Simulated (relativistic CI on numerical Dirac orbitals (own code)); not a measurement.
Method of calculation: Dirac-Coulomb-Breit CI, KLI orbitals optimised for each configuration, a model potential for QED, valence Slater integrals scaled by 0.85, P86 correlation energy added to each configuration (own radial code, finite nucleus).

CI space (outside the closed core [Ar] 3d10): 4s2.4p4, 4s2.4p3.5s, 4s.4p5, 4s2.4p3.4d, 4s2.4p3.5p, 4p6, 4s2.4p3.6s, 4s.4p4.4d, 4s2.4p3.5d, 4s2.4p3.6p, 4s2.4p3.4f, 4s2.4p3.7s, 4s2.4p3.6d, 4s2.4p3.7p, 4s2.4p3.5f, 4s2.4p3.5g, 4s2.4p3.7d, 4s2.4p2.4d2, 4s2.4p.4d2.5s, 4s2.4p.4d3, 4s2.4p.4d2.5p, 4s2.4p.4d2.6s, 4s.4p2.4d3. Double excitations out of closed p, d and f shells are left out; levels of such configurations are missing from the list, as are those of other unlisted configurations, and high levels can miss mixing partners. These lack a partner that the ground configuration has and come out too high: 4s2.4p3.5d, 4s2.4p3.6p, 4s2.4p3.4f, 4s2.4p3.7s, 4s2.4p3.6d.

For a near-neutral ion this model can misplace configurations by up to about 10,000 cm⁻¹ (more where the count of f electrons changes) and terms by 10 to 25 % of their spread. Rates follow the energies as ν³ (E1, M1) or ν⁵ (E2), so they and the lifetimes can be off by large factors. The fine structure of a lone outer electron comes out too small, for d and f at times inverted, and misplaced configurations move strength between like terms. 25 of the 28 excited levels that our extract of the measured tables holds in this range could be paired (the sources list more); they are missed by 4020 cm⁻¹ on average and 5772 at most, and levels without a partner can miss by more.

Outline of the computed level scheme of Br II. Lowest level of each configuration: 4s2.4p4 3P_2 at 0.0000 eV; 4s2.4p3.5s 5S°_2 at 12.1973 eV; 4s.4p5 3P°_2 at 12.6718 eV; 4s2.4p3.4d 5D°_3 at 13.4419 eV; 4s2.4p3.5p 5P_1 at 14.6413 eV.

Some strong electric-dipole decays among the lowest 45 levels: 4s2.4p3.4d 3D°_3 → 4s2.4p4 3P_2 (4.4e+09 s⁻¹); 4s2.4p3.4d 3D°_2 → 4s2.4p4 3P_1 (2.8e+09 s⁻¹); 4s2.4p3.5s 3S°_1 → 4s2.4p4 3P_2 (1.7e+09 s⁻¹); 4s2.4p3.5s 1P°_1 → 4s2.4p4 1D_2 (1.6e+09 s⁻¹); 4s2.4p3.5s 3P°_0 → 4s2.4p4 3P_1 (1.6e+09 s⁻¹); 4s2.4p3.4d 3D°_1 → 4s2.4p4 3P_0 (1.5e+09 s⁻¹); 4s2.4p3.5s 1D°_2 → 4s2.4p4 1D_2 (1.3e+09 s⁻¹); 4s2.4p3.4d 3D°_3 → 4s2.4p4 3P_2 (1.2e+09 s⁻¹).

Rates of lines that live on the mixing of spin multiplicities can be off by large factors.

LS names give the leading component of a level, which can be under half, so a name can repeat, a term be missing and a line seem to break the LS rules.
